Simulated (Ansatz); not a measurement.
A short molecular-dynamics run on C₂H₆I₃NZr, SMILES `C[N](C)[Zr]([I])([I])[I]`.

```yaml
crystal:
  periodic: [false, false, false]
  atoms:
    - {symbol: C, position_ang: [0.063427, -0.101682, 1.689726]}
    - {symbol: N, position_ang: [0.028066, -0.071042, 0.248436]}
    - {symbol: C, position_ang: [0.455478, -1.303576, -0.383038]}
    - {symbol: Zr, position_ang: [-0.471487, 1.279363, -1.094740]}
    - {symbol: I, position_ang: [-2.488688, 0.211958, -2.571348]}
    - {symbol: I, position_ang: [-1.249897, 3.515527, 0.209489]}
    - {symbol: I, position_ang: [1.730797, 1.712805, -2.627946]}
    - {symbol: H, position_ang: [-0.590669, -0.892667, 2.076964]}
    - {symbol: H, position_ang: [1.081387, -0.297788, 2.048604]}
    - {symbol: H, position_ang: [-0.268858, 0.851922, 2.100017]}
    - {symbol: H, position_ang: [1.493862, -1.540626, -0.123042]}
    - {symbol: H, position_ang: [-0.192608, -2.139657, -0.095111]}
    - {symbol: H, position_ang: [0.409219, -1.224526, -1.478011]}
basis:
  gaussian: {orbitals: def2-SVP}
hamiltonian: {xc: {name: PBE}, dispersion: d3bj}
md: {timestep: 2 fs, n_steps: 30, ensemble: nve, temperature: 500, initial_velocities: maxwell_boltzmann, seed: 467}
```

```sh
$ ansatz run in.yaml --threads 4 --pin off --events-out ev --progress --plain --max-ram 66560MiB --backend cpu
```

```
step  time (fs)  potential energy (eV)  kinetic (eV)  T (K)  conserved (eV)
   0        0.0            -29243.7719        0.7109    500     -29243.0610
   1        2.0            -29243.5724        0.5575    392     -29243.0149
   2        4.0            -29243.3062        0.3229    227     -29242.9833
   3        6.0            -29243.4300        0.3978    280     -29243.0321
   4        8.0            -29243.3328        0.3347    235     -29242.9981
   5       10.0            -29243.4951        0.4722    332     -29243.0229
   6       12.0            -29243.6616        0.6129    431     -29243.0487
   7       14.0            -29243.3778        0.3838    270     -29242.9940
   8       16.0            -29243.3698        0.3579    252     -29243.0119
   9       18.0            -29243.3706        0.3211    226     -29243.0494
  10       20.0            -29243.1472        0.1890    133     -29242.9583
  11       22.0            -29243.4853        0.4310    303     -29243.0543
  12       24.0            -29243.3575        0.3514    247     -29243.0061
  13       26.0            -29243.2756        0.2845    200     -29242.9911
  14       28.0            -29243.4305        0.3809    268     -29243.0496
  15       30.0            -29243.1766        0.2026    143     -29242.9739
  16       32.0            -29243.3245        0.2961    208     -29243.0284
  17       34.0            -29243.4182        0.3869    272     -29243.0314
  18       36.0            -29243.2816        0.2887    203     -29242.9930
  19       38.0            -29243.4102        0.3840    270     -29243.0262
  20       40.0            -29243.3571        0.3245    228     -29243.0326
  21       42.0            -29243.1890        0.2033    143     -29242.9857
  22       44.0            -29243.4041        0.3648    257     -29243.0394
  23       46.0            -29243.3542        0.3465    244     -29243.0077
  24       48.0            -29243.3835        0.3782    266     -29243.0053
  25       50.0            -29243.5006        0.4567    321     -29243.0439
  26       52.0            -29243.3043        0.3009    212     -29243.0033
  27       54.0            -29243.2839        0.2807    197     -29243.0032
  28       56.0            -29243.4070        0.3818    269     -29243.0252
  29       58.0            -29243.3870        0.3891    274     -29242.9978
  30       60.0            -29243.5195        0.5001    352     -29243.0194
```

Velocities are drawn at the set temperature; a run this short doesn't reach equilibrium.

Frames (Å, forces in eV/Å):

```xyz
13
time=0.0 fs
C     0.063   -0.102    1.690   -0.024    0.055   -0.278
N     0.028   -0.071    0.248    0.057   -0.150    0.191
C     0.455   -1.304   -0.383   -0.092    0.265    0.075
Zr   -0.471    1.279   -1.095   -0.120    0.322   -0.287
I    -2.489    0.212   -2.571   -0.129   -0.072   -0.094
I    -1.250    3.516    0.209   -0.048    0.139    0.081
I     1.731    1.713   -2.628    0.143    0.025   -0.097
H    -0.591   -0.893    2.077   -0.324   -0.399    0.230
H     1.081   -0.298    2.049    0.509   -0.103    0.215
H    -0.269    0.852    2.100   -0.173    0.498    0.241
H     1.494   -1.541   -0.123    0.539   -0.155    0.119
H    -0.193   -2.140   -0.095   -0.318   -0.460    0.132
H     0.409   -1.225   -1.478   -0.021    0.035   -0.527
13
time=4.0 fs
C     0.034   -0.096    1.699    0.463    1.418    0.825
N     0.030   -0.067    0.268    0.043   -0.809   -0.991
C     0.462   -1.305   -0.411   -0.451   -0.486    0.575
Zr   -0.477    1.276   -1.095    0.080    0.146   -0.087
I    -2.479    0.217   -2.568   -0.255   -0.135   -0.175
I    -1.248    3.512    0.208   -0.071    0.202    0.094
I     1.726    1.711   -2.629    0.148    0.028   -0.094
H    -0.599   -1.006    2.083    0.686    1.613   -0.084
H     1.121   -0.153    2.091   -1.054   -0.370   -0.250
H    -0.258    1.032    1.965   -0.131   -2.349    0.339
H     1.565   -1.446   -0.172   -0.794   -0.521   -0.030
H    -0.273   -2.191   -0.114    1.507    1.181   -0.432
H     0.426   -1.212   -1.533   -0.171    0.082    0.309
13
time=8.0 fs
C     0.010   -0.073    1.716    1.856   -0.223   -1.672
N     0.032   -0.072    0.276   -0.071   -0.716   -1.531
C     0.464   -1.310   -0.433    1.229    2.840   -0.428
Zr   -0.482    1.273   -1.095    0.313   -0.031    0.170
I    -2.470    0.222   -2.564   -0.407   -0.204   -0.282
I    -1.247    3.508    0.206   -0.083    0.223    0.120
I     1.720    1.710   -2.630    0.159    0.035   -0.105
H    -0.531   -0.917    2.090   -1.030   -0.693    0.891
H     1.035   -0.065    2.107    0.638   -0.516    0.272
H    -0.280    0.918    1.891   -1.507    1.757    1.472
H     1.541   -1.430   -0.220    0.150   -0.630    0.131
H    -0.166   -2.110   -0.183   -1.092   -1.965    0.636
H     0.419   -1.186   -1.553   -0.156    0.123    0.325
13
time=12.0 fs
C     0.005   -0.049    1.717   -0.661    0.885    0.377
N     0.033   -0.084    0.270   -0.190   -0.426   -0.470
C     0.475   -1.288   -0.456   -0.661   -0.616    1.490
Zr   -0.487    1.269   -1.095    0.444    0.104    0.238
I    -2.462    0.227   -2.561   -0.518   -0.255   -0.363
I    -1.246    3.504    0.205   -0.108    0.270    0.112
I     1.715    1.708   -2.631    0.135    0.044   -0.102
H    -0.579   -0.884    2.203    0.169    0.268   -0.416
H     1.024   -0.048    2.157    0.175   -0.082    0.023
H    -0.487    0.950    2.007    0.503   -1.117   -0.066
H     1.537   -1.504   -0.251    0.326   -0.104    0.041
H    -0.146   -2.221   -0.189    0.485    0.927   -0.243
H     0.387   -1.142   -1.539   -0.099    0.102   -0.621
13
time=16.0 fs
C    -0.004   -0.017    1.720   -0.936   -0.209    1.646
N     0.032   -0.101    0.258   -0.312    0.297    0.839
C     0.482   -1.269   -0.465    0.339   -1.643    0.246
Zr   -0.491    1.266   -1.095    0.576    0.197    0.236
I    -2.454    0.231   -2.558   -0.643   -0.298   -0.451
I    -1.244    3.501    0.204   -0.123    0.298    0.112
I     1.711    1.707   -2.632    0.120    0.065   -0.100
H    -0.620   -0.838    2.269    0.826    0.292   -1.107
H     1.038   -0.045    2.208   -0.944    0.245   -0.542
H    -0.643    0.885    2.127    1.452   -0.862   -1.065
H     1.570   -1.590   -0.277   -0.698    0.749   -0.246
H    -0.091   -2.243   -0.216    0.113    1.116   -0.264
H     0.344   -1.087   -1.585    0.231   -0.246    0.695
13
time=20.0 fs
C    -0.022    0.011    1.738    1.130   -2.411   -2.513
N     0.028   -0.114    0.254   -0.411    1.312    1.165
C     0.493   -1.266   -0.469    0.328    1.081   -0.155
Zr   -0.494    1.264   -1.094    0.748    0.089    0.438
I    -2.447    0.235   -2.556   -0.763   -0.362   -0.540
I    -1.243    3.498    0.203   -0.132    0.313    0.145
I     1.706    1.705   -2.633    0.137    0.070   -0.112
H    -0.563   -0.784    2.192   -0.632   -2.102    0.337
H     0.947   -0.007    2.195    1.296    0.307    0.454
H    -0.631    0.748    2.118   -1.344    3.226    0.387
H     1.529   -1.574   -0.334    1.029    0.370    0.134
H    -0.045   -2.149   -0.270   -1.581   -1.769    0.490
H     0.333   -1.064   -1.552    0.193   -0.123   -0.231
13
time=24.0 fs
C    -0.035    0.015    1.736   -1.065   -0.837    0.518
N     0.019   -0.114    0.263   -0.052    1.287    0.551
C     0.505   -1.259   -0.473   -0.944   -1.582    0.858
Zr   -0.496    1.261   -1.092    0.803    0.092    0.444
I    -2.441    0.239   -2.554   -0.831   -0.406   -0.586
I    -1.243    3.496    0.202   -0.149    0.373    0.148
I     1.702    1.704   -2.635    0.147    0.068   -0.108
H    -0.551   -0.954    2.129    0.609    1.182   -0.165
H     0.990    0.075    2.222   -0.610    0.045   -0.379
H    -0.704    0.932    2.102    1.311   -1.595   -0.938
H     1.600   -1.498   -0.374   -0.377    0.104    0.240
H    -0.164   -2.217   -0.274    1.143    1.257   -0.167
H     0.348   -1.059   -1.551    0.016    0.013   -0.417
13
time=28.0 fs
C    -0.058    0.007    1.736    1.241   -0.862   -0.602
N     0.010   -0.100    0.278    0.214    0.656   -0.635
C     0.507   -1.267   -0.468    0.254    1.092   -0.534
Zr   -0.496    1.259   -1.090    0.852    0.050    0.409
I    -2.436    0.242   -2.553   -0.912   -0.443   -0.640
I    -1.242    3.494    0.201   -0.154    0.391    0.181
I     1.697    1.703   -2.636    0.183    0.072   -0.118
H    -0.472   -0.989    2.057   -0.168    0.746    0.665
H     0.974    0.163    2.207   -0.689   -0.351   -0.372
H    -0.622    0.934    1.970   -0.352   -0.499    0.292
H     1.633   -1.410   -0.378   -0.838   -0.284    0.249
H    -0.146   -2.141   -0.293    0.295   -0.467    0.225
H     0.369   -1.054   -1.597    0.075   -0.101    0.880
13
time=32.0 fs
C    -0.066   -0.013    1.726    0.462    0.374   -1.829
N     0.003   -0.079    0.285    0.268   -0.444   -1.335
C     0.511   -1.261   -0.468   -1.039    1.552    0.838
Zr   -0.495    1.256   -1.087    0.754    0.297    0.274
I    -2.432    0.245   -2.553   -0.934   -0.473   -0.659
I    -1.241    3.492    0.201   -0.154    0.390    0.190
I     1.693    1.701   -2.638    0.214    0.062   -0.130
H    -0.428   -0.948    2.090   -0.970   -0.978    1.038
H     0.889    0.206    2.151    1.606   -0.065    0.672
H    -0.611    0.902    1.882   -1.161    0.386    0.966
H     1.572   -1.364   -0.341    1.225   -0.557    0.410
H    -0.095   -2.147   -0.275   -0.102   -0.679    0.296
H     0.398   -1.061   -1.541   -0.168    0.134   -0.730
13
time=36.0 fs
C    -0.066   -0.032    1.699   -0.555    1.139    2.142
N    -0.001   -0.062    0.279    0.096   -1.524   -0.685
C     0.507   -1.236   -0.459    0.283   -1.050    1.014
Zr   -0.493    1.255   -1.084    0.546    0.779   -0.169
I    -2.429    0.247   -2.554   -0.918   -0.462   -0.642
I    -1.241    3.491    0.200   -0.158    0.403    0.169
I     1.690    1.700   -2.640    0.219    0.069   -0.128
H    -0.499   -0.992    2.245    0.597    1.445   -1.091
H     0.967    0.224    2.162   -1.043   -0.496   -0.351
H    -0.755    0.917    1.931    1.143   -1.849    0.110
H     1.625   -1.393   -0.254   -0.928    0.052   -0.223
H    -0.062   -2.245   -0.217    0.695    1.627   -0.316
H     0.406   -1.055   -1.563    0.023   -0.132    0.171
13
time=40.0 fs
C    -0.071   -0.037    1.695    1.207   -0.209    0.396
N    -0.004   -0.062    0.266   -0.316   -1.134    0.354
C     0.506   -1.221   -0.438    1.479    1.060   -0.692
Zr   -0.489    1.254   -1.081    0.415    1.027   -0.397
I    -2.427    0.248   -2.555   -0.907   -0.454   -0.632
I    -1.241    3.491    0.200   -0.148    0.368    0.183
I     1.686    1.699   -2.642    0.253    0.080   -0.148
H    -0.500   -0.867    2.262   -0.006   -1.340   -0.409
H     0.928    0.177    2.138   -0.051    0.009    0.094
H    -0.763    0.703    2.007   -0.784    1.814    0.365
H     1.579   -1.417   -0.193    0.118    0.355   -0.290
H     0.050   -2.148   -0.194   -1.421   -1.371    0.355
H     0.417   -1.065   -1.570    0.161   -0.205    0.822
13
time=44.0 fs
C    -0.068   -0.041    1.697   -1.667    0.151    0.766
N    -0.011   -0.073    0.257   -0.584    0.195    1.238
C     0.519   -1.199   -0.421   -0.284   -2.072    1.450
Zr   -0.485    1.255   -1.078    0.262    1.124   -0.443
I    -2.426    0.249   -2.558   -0.835   -0.437   -0.584
I    -1.241    3.491    0.201   -0.147    0.379    0.182
I     1.683    1.698   -2.644    0.278    0.071   -0.155
H    -0.500   -0.924    2.213    0.266   -0.824   -0.574
H     0.903    0.134    2.137    0.946    0.309    0.493
H    -0.833    0.685    2.118    0.884    0.214   -0.768
H     1.560   -1.396   -0.169    0.973    0.087    0.035
H    -0.003   -2.174   -0.139   -0.017    0.670   -0.302
H     0.447   -1.101   -1.490   -0.075    0.132   -1.337
13
time=48.0 fs
C    -0.078   -0.045    1.707    0.024   -1.400    1.692
N    -0.023   -0.083    0.260   -0.280    1.059    1.307
C     0.532   -1.199   -0.392    0.780   -2.244   -0.497
Zr   -0.481    1.258   -1.076    0.203    0.895   -0.475
I    -2.426    0.250   -2.561   -0.765   -0.393   -0.531
I    -1.241    3.491    0.201   -0.148    0.393    0.202
I     1.680    1.697   -2.646    0.311    0.086   -0.166
H    -0.469   -1.109    2.096    0.681    1.750   -0.502
H     0.978    0.128    2.190   -1.409   -0.236   -0.646
H    -0.812    0.735    2.135    0.900   -0.738   -0.759
H     1.652   -1.357   -0.149   -1.092    0.027   -0.211
H    -0.078   -2.144   -0.116    0.803    0.703   -0.345
H     0.471   -1.123   -1.539   -0.007    0.098    0.931
13
time=52.0 fs
C    -0.087   -0.067    1.734    1.343   -0.858   -2.179
N    -0.039   -0.081    0.277    0.401    1.185    0.136
C     0.555   -1.224   -0.367    0.075    1.428   -0.970
Zr   -0.476    1.263   -1.075    0.176    0.510   -0.214
I    -2.428    0.250   -2.564   -0.696   -0.369   -0.488
I    -1.242    3.492    0.202   -0.149    0.402    0.233
I     1.678    1.697   -2.649    0.370    0.083   -0.197
H    -0.354   -1.079    1.920   -1.016   -1.329    1.447
H     0.889    0.095    2.167    1.170    0.125    0.370
H    -0.696    0.721    2.062   -1.682    1.182    0.879
H     1.619   -1.318   -0.152    0.646   -0.425    0.353
H    -0.063   -2.050   -0.134   -0.610   -2.041    0.466
H     0.493   -1.129   -1.486   -0.029    0.107    0.164
13
time=56.0 fs
C    -0.084   -0.097    1.740   -0.350    0.424   -0.102
N    -0.050   -0.068    0.297    0.977   -0.311   -0.285
C     0.575   -1.239   -0.351   -1.370   -0.394    1.143
Zr   -0.471    1.268   -1.075    0.033    0.430   -0.198
I    -2.430    0.249   -2.568   -0.580   -0.317   -0.406
I    -1.242    3.493    0.203   -0.147    0.405    0.222
I     1.675    1.696   -2.652    0.394    0.079   -0.210
H    -0.364   -1.178    1.934   -0.427    0.875    0.942
H     0.931    0.076    2.182   -0.120   -0.082   -0.062
H    -0.754    0.794    2.081    0.580   -1.716   -0.010
H     1.656   -1.338   -0.108   -0.109   -0.240    0.200
H    -0.079   -2.170   -0.106    1.116    0.836   -0.191
H     0.510   -1.118   -1.428    0.001    0.011   -1.041
13
time=60.0 fs
C    -0.084   -0.122    1.743    0.970   -1.511    1.052
N    -0.051   -0.058    0.313    0.928   -1.635   -0.248
C     0.580   -1.255   -0.325    0.470    0.856   -0.953
Zr   -0.466    1.275   -1.075   -0.063    0.244   -0.178
I    -2.433    0.248   -2.573   -0.476   -0.244   -0.328
I    -1.243    3.495    0.204   -0.136    0.379    0.208
I     1.674    1.696   -2.655    0.417    0.101   -0.230
H    -0.446   -1.195    2.090    0.432    1.691   -0.346
H     0.980    0.048    2.198   -1.305   -0.261   -0.453
H    -0.757    0.655    2.113   -0.275    0.230    0.444
H     1.687   -1.392   -0.034   -1.035    0.293   -0.282
H     0.042   -2.204   -0.097   -0.142    0.185    0.062
H     0.529   -1.110   -1.480    0.213   -0.329    1.253
```

It took 4.4 min on 4 threads of a server CPU on a shared host, with 0.81 GiB of host memory at the peak.
